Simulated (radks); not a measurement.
Values are calculated unless marked as measured or tabulated.
Q: The nitrogen anion N2-, [He] 2s2 2p5, held by a Watson sphere: a shell of charge +2.09 at radius R that stands for the Madelung well of a crystal (potential energy -2.09/R inside, -2.09/r outside, in hartree with lengths in bohr). Code: a radial shooting solver on a logarithmic mesh with Libxc functionals. Model: scalar-relativistic Kohn-Sham, r2SCAN, spin-polarised, spherical densities, finite nucleus; open shells are filled with parallel spins first; meta-GGA in the generalised Kohn-Sham scheme; Fermi nuclear charge, rms radius of each element as measured or else 0.836 A^(1/3) + 0.57 fm.

| R (bohr) | e(2s down) (eV) | e(2p up) (eV) | e(2p down) (eV) | <r> 2p (bohr) | sum of <r^2> (bohr^2) | X-ray form factor at sin(theta)/lambda = 0.1 1/angstrom |
|---|---|---|---|---|---|---|
| 1.74 | -20.658 | -9.795 | -8.370 | 1.623 | 20.78 | 7.667 |
| 1.97 | -19.574 | -8.965 | -7.595 | 1.703 | 22.61 | 7.571 |
| 2.33 | -18.103 | -7.800 | -6.490 | 1.827 | 25.47 | 7.433 |
| 2.99 | -16.077 | -6.111 | -4.842 | 2.064 | 30.79 | 7.213 |
| 3.12 | -15.762 | -5.843 | -4.573 | 2.116 | 31.89 | 7.174 |
| 3.48 | -15.004 | -5.209 | -3.913 | 2.272 | 35.06 | 7.071 |
| 3.59 | -14.801 | -5.045 | -3.735 | 2.326 | 36.09 | 7.041 |
| 3.87 | -14.336 | -4.690 | -3.328 | 2.481 | 38.89 | 6.968 |

Estimate the row for R = 2.96 bohr.

A: e(2s down) (eV) -16.153; e(2p up) (eV) -6.175; e(2p down) (eV) -4.906; <r> 2p (bohr) 2.053; sum of <r^2> (bohr^2) 30.54; X-ray form factor at sin(theta)/lambda = 0.1 1/angstrom 7.222.
